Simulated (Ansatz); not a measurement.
`[F][In]([F])[Cl]` + `C[SeH]` → `[F][In]([F])[SeH]` + `CCl` at 400 K and 1 bar (formal exchange of groups at the In–Cl bond).

Gas-phase electronic energies from Ansatz, PBE0-D4/def2-TZVP geometries. CCSD(T)/CBS is the MP2 limit (def2-TZVPP, def2-QZVPP) plus CCSD(T) − MP2 in def2-TZVPP, frozen cores. This one scheme is used for every species. def2 core potentials past Kr. For In, Se outer-core shells are correlated without core-valence functions, which leaves a few kJ/mol of doubt a bond. Scalar relativity is left out up to krypton. One conformer a species, not always the lowest.

```
            species  CCSD(T)/CBS energy (Eh)  H − E (kJ/mol)  S (J/(mol·K))
 `[F][In]([F])[Cl]`               -849.27843            36.5          350.7
           `C[SeH]`              -2441.15625           135.4          284.5
`[F][In]([F])[SeH]`              -2790.80080            58.8          384.5
              `CCl`               -499.63220           114.2          247.0
```

H − E and S are ideal-gas, rigid-rotor, harmonic terms from PBE0-D4/def2-TZVP, for one conformer and one mirror image of each species. 1 Eh = 2625.50 kJ/mol, R = 8.31446 J/(mol·K).

Problem. By hand: ΔE, ΔH, ΔS and ΔG.

Solution. ΔE = (-2790.80080) + (-499.63220) − (-849.27843) − (-2441.15625) = 0.00168 Eh = 4.4 kJ/mol. Δ(H − E) = 58.8 + 114.2 − 36.5 − 135.4 = 1.1, so ΔH = 5.5 kJ/mol. ΔS = 384.5 + 247.0 − 350.7 − 284.5 = -3.7 J/(mol·K). ΔG = 5.5 − 400 × (-3.7)/1000 = 7.0 kJ/mol.

Problem. By hand: the equilibrium constant, and the temperature at which ΔG would vanish if ΔH and ΔS stayed fixed.

Solution. log₁₀ K = −ΔG/(RT ln 10) = -0.9. ΔH and −TΔS have one sign here, so there is no such temperature. One of them is within its doubt of zero, so this could turn.

The number of gas molecules stays the same, so ΔS is small and ΔH decides. A doubt of 5 kJ/mol in ΔE shifts log₁₀ K by 0.7 here. Other conformers and mirror images would add mixing entropy, several J/(mol·K) or more a flexible species. These are equilibria of isolated gas molecules and say nothing of rates. Largest T1 diagnostic: 0.016 (customary marks: 0.02 for closed shells, 0.045 for open ones).
